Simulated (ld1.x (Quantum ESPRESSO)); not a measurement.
**LDA (PZ) PAW dataset for I, scalar-relativistic all-electron reference.**

```
Element                 : iodine (I)
Generator               : ld1.x (Quantum ESPRESSO) 7.5
Type                    : PAW
Functional              : LDA (PZ)
Relativity              : scalar-relativistic
Frozen core             : [Kr]
Valence charge          : 17
Reference configuration : 4d10 5s2 5p5
Partial waves           : 5s (bound): rcut 1.40, rcutus 1.90 bohr; 5s channel at 1.9 Ry: rcut 1.40, rcutus 1.90 bohr; 5p (bound): rcut 1.30, rcutus 1.65 bohr; 5p channel at 3.8 Ry: rcut 1.30, rcutus 1.65 bohr; 4d (bound): rcut 1.10, rcutus 1.20 bohr; 4d channel at 0.05 Ry: rcut 1.10, rcutus 1.20 bohr
Local potential         : all-electron potential smoothed inside 1.30 bohr (lloc = -1)
Core correction         : Bessel-smoothed model core inside 0.75 bohr
Augmentation charge     : PSQ, inside the norm-conserving radii
```

All-electron outer shells of the reference configuration (LDA (PZ), scalar-relativistic, ld1.x):

```csv
shell,level (eV),outermost node (bohr),outermost maximum (bohr)
4s,-180.16,0.37,0.68
4p,-127.33,0.37,0.72
4d,-50.33,0.35,0.78
5s,-17.65,0.88,1.70
5p,-7.25,0.96,2.02
```

What the tests gave:

| Item | Value |
| --- | --- |
| Cutoffs needed | 110 Ry and 180 Ry (the cutoffs (Ry, on a coarse ladder) from which the occupation-weighted sum of valence levels, in a spherical-Bessel basis at the reference potential, stays within 10 and 1 mRy of its value at 400 Ry) |
| Ghost test | ghost states, extra bound levels that the all-electron valence spectrum of the same l lacks: s at -157.6 eV, p at -46.4 eV; a true bound ghost makes a file unfit for plane-wave use (spherical-Bessel basis up to 400 Ry, 20 bohr box) |
| Largest excitation error | -198 meV (all-electron minus pseudo) for 4d9 5s2 5p5, out of 7 test configurations |
| Lowest eigenvalue of the overlap operator | 0.32 (s channel) |
| Density cutoff estimated by the generator | 355 Ry |

Generation and tests took about 2.9 s on one core of a shared server CPU.
